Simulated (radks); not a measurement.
Q: The holmium ion Ho+, configuration [Xe] 4f12 (not the ground configuration). Calculated with a radial shooting solver on a logarithmic mesh with Libxc functionals: Dirac Kohn-Sham, exchange-only PBE, spin-unpolarised, spherical densities, finite nucleus; open shells are shared between the two j in proportion to 2j + 1; Fermi nuclear charge, rms radius 5.2022 fm. Some entries of the table are withheld. Estimate them.

| orbital | occ. | eigenvalue (eV) | r(max) (bohr) | <r^2> (bohr^2) |
|---|---|---|---|---|
| 1s1/2 | 2 | -55425.23 | 0.01311 | 0.0005883 |
| 2s1/2 | 2 | -9265.713 | 0.07479 | 0.009110 |
| 2p1/2 | 2 | (1) | 0.05624 | 0.006581 |
| 2p3/2 | 4 | (2) | 0.06236 | 0.007804 |
| 3s1/2 | 2 | -2068.533 | 0.2115 | 0.06029 |
| 3p1/2 | 2 | -1873.307 | 0.1990 | 0.05588 |
| 3p3/2 | 4 | -1694.297 | 0.2118 | 0.06277 |
| 3d3/2 | 4 | (3) | 0.1674 | 0.04960 |
| 3d5/2 | 6 | (4) | 0.1710 | 0.05151 |
| 4s1/2 | 2 | -407.8766 | 0.4842 | 0.3044 |
| 4p1/2 | 2 | -330.3547 | 0.4869 | 0.3186 |
| 4p3/2 | 4 | -290.2468 | 0.5142 | 0.3570 |
| 4d3/2 | 4 | -162.6032 | 0.5182 | 0.4061 |
| 4d5/2 | 6 | -155.3380 | 0.5271 | 0.4215 |
| 5s1/2 | 2 | -51.4269 | 1.142 | 1.886 |
| 5p1/2 | 2 | -30.9932 | 1.253 | 2.492 |
| 5p3/2 | 4 | -26.2427 | 1.343 | 2.923 |
| 4f5/2 | 5.14286 | (5) | (6) | 1.406 |
| 4f7/2 | 6.85714 | (7) | (8) | 1.859 |

A: 
(1) 2p1/2 eigenvalue (eV): -8819.997
(2) 2p3/2 eigenvalue (eV): -7962.974
(3) 3d3/2 eigenvalue (eV): -1359.252
(4) 3d5/2 eigenvalue (eV): -1320.130
(5) 4f5/2 eigenvalue (eV): -3.7470
(6) 4f5/2 r(max) (bohr): 0.5231
(7) 4f7/2 eigenvalue (eV): -2.8375
(8) 4f7/2 r(max) (bohr): 0.5288
